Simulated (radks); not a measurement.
Tm XXII, configuration [Kr] 4d10 4f2 (the NIST ground configuration).

All-electron calculation, Dirac Kohn-Sham, exchange-only PBE, spin-unpolarised, spherical densities, finite nucleus; open shells fill j = l - 1/2 first; Fermi nuclear charge, rms radius 5.2256 fm. Program: a radial shooting solver on a logarithmic mesh with Libxc functionals.

Energy parts (eV):
| part | energy |
|---|---|
| total | -364845.63 |
| kinetic | 404497.69 |
| electron-nucleus | -874954.00 |
| Hartree | 112713.00 |
| exchange | -7102.31 |

Orbitals (lengths in bohr, moments of r in powers of bohr):
\begin{tabular}{lrrr}
orbital & occ. & eigenvalue (eV) & <r^2> \\ \hline
1s1/2 & 2 & -59795.72 & 0.0005486 \\
2s1/2 & 2 & -10577.83 & 0.008462 \\
2p1/2 & 2 & -10110.30 & 0.006093 \\
2p3/2 & 4 & -9130.617 & 0.007310 \\
3s1/2 & 2 & -2843.810 & 0.05555 \\
3p1/2 & 2 & -2638.330 & 0.05132 \\
3p3/2 & 4 & -2430.848 & 0.05801 \\
3d3/2 & 4 & -2080.009 & 0.04557 \\
3d5/2 & 6 & -2034.762 & 0.04741 \\
4s1/2 & 2 & -1003.782 & 0.2581 \\
4p1/2 & 2 & -919.5043 & 0.2637 \\
4p3/2 & 4 & -866.6640 & 0.2919 \\
4d3/2 & 4 & -726.7915 & 0.3022 \\
4d5/2 & 6 & -716.2889 & 0.3111 \\
4f5/2 & 2 & -544.3428 & 0.3098 \\
4f7/2 & 0 & -542.0150 & 0.3135 \\
\end{tabular}

The highest occupied level is 4f5/2 at -544.34 eV. Summed over all electrons, <r^2> = 6.878 bohr^2, which gives a Langevin (diamagnetic) susceptibility term of -5.45 x 10^-6 cm^3/mol.
